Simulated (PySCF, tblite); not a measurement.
Isomers of C6H7FNS (doublet state). Method: GFN2-xTB as coded in tblite; computed harmonic values from a numerical Hessian at the method's own geometry, unscaled. Errors from tens to a few hundred cm⁻¹ against measured bands are possible. Modes of hydrogen on sulfur can be 10 to 20 % off. One conformer each. Open shells enter through the occupations alone, without spin polarisation, and single modes of such species can be off by tens of per cent.

Electronic energies: B3LYP/pcH-1 single points on the GFN2-xTB geometries (PySCF, gas phase).

```
                 SMILES  electronic energy, lowest = 0 (kJ/mol)
      FC(=C=S)C[N]C1CC1                                   162.8
FC(=C=S)CN[C@@H]1[CH]C1                                   241.0
      FC(=C=S)CN[C]1CC1                                   183.5
C=C/N=C1/C[C@H](F)[C]1S                                     0.0
```

Q: How do GFN2-xTB zero-point energies change the relative energies?

A: 
```tsv
SMILES	ZPE (kJ/mol)	of it from modes above 1550 cm⁻¹	electronic (kJ/mol)	with ZPE, lowest = 0 (kJ/mol)	lowest mode (cm⁻¹)	rings
C=C/N=C1/C[C@H](F)[C]1S	292.3	132.5	0.0	0.0	61	1
FC(=C=S)C[N]C1CC1	299.8	137.3	162.8	170.4	30	1
FC(=C=S)CN[C]1CC1	300.3	149.5	183.5	191.6	27	1
FC(=C=S)CN[C@@H]1[CH]C1	296.9	139.9	241.0	245.7	8i	1
```

The zero-point energies span 8.0 kJ/mol, from `C=C/N=C1/C[C@H](F)[C]1S` to `FC(=C=S)CN[C]1CC1`. Slightly imaginary modes are left out of the zero-point energy: `FC(=C=S)CN[C@@H]1[CH]C1` 8.1i cm⁻¹. The order is unchanged.

Q: And how do the electronic energies of GFN2-xTB itself compare?

A: `C=C/N=C1/C[C@H](F)[C]1S` 0.0; `FC(=C=S)C[N]C1CC1` 127.3; `FC(=C=S)CN[C]1CC1` 160.8; `FC(=C=S)CN[C@@H]1[CH]C1` 238.5 kJ/mol, lowest = 0. Against the energies above, taken from the same isomer `C=C/N=C1/C[C@H](F)[C]1S`, the largest difference is 35.5 kJ/mol.

Q: What do entropy and thermal enthalpy add at 298.15 K and 1 bar (rigid rotor, harmonic oscillator, one conformer each)?

A: 
| SMILES | point group | symmetry number | S (J/(mol K)) | H − H(0) (kJ/mol) | ZPE + H − H(0) − TS (kJ/mol) |
| --- | --- | --- | --- | --- | --- |
| C=C/N=C1/C[C@H](F)[C]1S | C1 | 1 | 416.6 | 28.14 | 196.2 |
| FC(=C=S)C[N]C1CC1 | C1 | 1 | 428.2 | 28.26 | 200.4 |
| FC(=C=S)CN[C]1CC1 | C1 | 1 | 438.3 | 29.37 | 199.0 |

S holds R ln(2S + 1) for the spin.

Not tabulated: `FC(=C=S)CN[C@@H]1[CH]C1` (lowest mode only 8i cm⁻¹).
